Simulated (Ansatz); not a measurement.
BGaH$_{4}$SSe, SMILES `[SH][GaH][BH][SeH]`, charge 0, multiplicity 1.

Task: Give a relaxed structure at PBE0-D4/def2-TZVP (Ansatz 0.2.0). (Best estimate.)

Result: The calculation gave: 
Z-matrix (Å, degrees):
```
Ga
B 1 2.075
S 1 2.211 2 116.3
H 1 1.567 2 128.9 3 -179.2
Se 2 1.897 1 119.5 3 -73.0
H 2 1.193 1 122.6 3 107.0
H 3 1.343 1 95.4 2 -178.5
H 5 1.474 2 99.1 1 -179.4
```
